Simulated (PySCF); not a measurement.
Exercise with solution: oscillator strength and radiative lifetime

GeF2, SMILES [Ge]([F])[F] (connectivity only; charge and spin as stated), neutral, multiplicity 1.

The structure is a stationary point at B3LYP-D3(BJ)/def2-TZVP. The isomer is the one that the SMILES or the coordinates give; other isomers of the formula were not compared.

TDDFT-B3LYP/def2-SVPD (PySCF) puts the first singlet state with f over 0.02 at 5.40 eV (vertical), with the transition dipole (-0.867, 0.000, 0.000) in atomic units.

### Question
Find the oscillator strength, the wavelength and the radiative lifetime that this transition would have in vacuum if emission retraced absorption.

### Answer

|μ|² = 0.7517 au, so |μ| = 2.20 D. ΔE = 5.40/27.211 = 0.1984 hartree. f = (2/3) ΔE |μ|² = 0.099 (the program prints 0.100).
λ = 1239.84/5.40 = 230 nm; ν = 43554 cm⁻¹.
Einstein's coefficient A = 0.6670 ν² f s⁻¹ (ν in cm⁻¹) = 1.3e8 s⁻¹, so τ = 1/A = 7.9 ns. This state is S1. The figure is the radiative limit of this one transition; relaxation, internal conversion, crossing to triplets and a medium change what is measured.
